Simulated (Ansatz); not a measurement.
`C[O][SnH]([Cl])[Cl]` → `[Cl][Sn][Cl]` + CH₃OH at 298.15 K and 1 bar (stannylene formation by 1,1-elimination).

Computed with Ansatz on PBE0-D4/def2-TZVP structures; ΔE is electronic, products minus reactants. CCSD(T)/CBS adds triple-zeta CCSD(T) − MP2 to the extrapolated MP2 energy (def2 sets, frozen cores). This one scheme is used for every species. Elements past krypton have def2 core potentials. For Sn outer-core shells are correlated without core-valence functions, which leaves a few kJ/mol of doubt a bond. One conformer a species, not always the lowest.

```csv
species,CCSD(T)/CBS energy (Eh),H − E (kJ/mol),S (J/(mol·K))
`C[O][SnH]([Cl])[Cl]`,-1249.30688,158.0,392.6
`[Cl][Sn][Cl]`,-1133.69328,18.5,305.8
CH₃OH,-115.61712,146.3,238.2
```

H − E and S are ideal-gas, rigid-rotor, harmonic terms from PBE0-D4/def2-TZVP, for one conformer and one mirror image of each species. 1 Eh = 2625.50 kJ/mol, R = 8.31446 J/(mol·K).

Problem. By hand: ΔE, ΔH, ΔS and ΔG.

Solution. ΔE = (-1133.69328) + (-115.61712) − (-1249.30688) = -0.00352 Eh = -9.2 kJ/mol. Δ(H − E) = 18.5 + 146.3 − 158.0 = 6.8, so ΔH = -2.4 kJ/mol. ΔS = 305.8 + 238.2 − 392.6 = 151.4 J/(mol·K). ΔG = -2.4 − 298.15 × (151.4)/1000 = -47.5 kJ/mol.

Problem. By hand: the equilibrium constant, and the temperature at which ΔG would vanish if ΔH and ΔS stayed fixed.

Solution. log₁₀ K = −ΔG/(RT ln 10) = 8.3. ΔH and −TΔS have one sign here, so there is no such temperature.

The number of gas molecules changes by +1, which sets the sign of ΔS. A doubt of 5 kJ/mol in ΔE shifts log₁₀ K by 0.9 here. Other conformers and mirror images would add mixing entropy, several J/(mol·K) or more a flexible species. Modes under 60 cm⁻¹, often nearly free rotors, make the harmonic entropy too high. These are equilibria of isolated gas molecules and say nothing of rates. Largest T1 diagnostic: 0.014 (customary marks: 0.02 for closed shells, 0.045 for open ones).
